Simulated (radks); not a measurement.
Results of a calculation; reference values are marked as such.
Question: Ta3+, configuration [Xe] 4f14 5d2. Code: a radial shooting solver on a logarithmic mesh with Libxc functionals. Model: scalar-relativistic Kohn-Sham, PBEsol, spin-polarised, spherical densities, point nucleus; open shells are filled with parallel spins first (spin-orbit coupling, left out, can overturn this in heavy ions). Some entries of the table are withheld. Estimate them.

| orbital | occ. | eigenvalue (Ry) | <1/r> (bohr^-1) | <r> (bohr) |
|---|---|---|---|---|
| 1s down | 1 | -4951.986 | 85.44 | 0.01866 |
| 1s up | 1 | -4951.986 | 85.44 | 0.01866 |
| 2s up | 1 | -852.5425 | 19.96 | 0.07896 |
| 2s down | 1 | -852.5358 | 19.96 | 0.07896 |
| 2p up | 3 | -747.4113 | 18.15 | 0.07058 |
| 2p down | 3 | -747.4059 | 18.15 | 0.07058 |
| 3s up | 1 | -196.8786 | 7.387 | 0.2049 |
| 3s down | 1 | -196.8771 | 7.387 | 0.2049 |
| 3p up | 3 | -165.6162 | 6.834 | 0.2049 |
| 3p down | 3 | -165.6144 | 6.834 | 0.2049 |
| 3d up | 5 | -129.1390 | 6.462 | 0.1857 |
| 3d down | 5 | -129.1350 | 6.462 | 0.1857 |
| 4s up | 1 | -41.76555 | 3.135 | 0.4588 |
| 4s down | 1 | -41.76051 | 3.135 | 0.4589 |
| 4p up | 3 | -31.51060 | 2.851 | 0.4878 |
| 4p down | 3 | -31.50586 | 2.851 | 0.4878 |
| 4d up | 5 | -18.39089 | 2.532 | 0.5233 |
| 4d down | 5 | -18.38493 | 2.532 | 0.5232 |
| 5s up | 1 | -7.45816 | 1.213 | 1.098 |
| 5s down | 1 | -7.39017 | 1.220 | 1.093 |
| 5p up | 3 | -4.97862 | 1.021 | 1.281 |
| 5p down | 3 | -4.88453 | 1.029 | 1.273 |
| 4f up | 7 | -3.89204 | 2.002 | 0.6392 |
| 4f down | 7 | -3.87566 | 2.008 | 0.6353 |
| 5d up | 2 | (1) | 0.6971 | 1.832 |
| 5d down | 0 | (2) | 0.7005 | 1.831 |

Answer: 
(1) 5d up eigenvalue (Ry): -2.19629
(2) 5d down eigenvalue (Ry): -2.06752
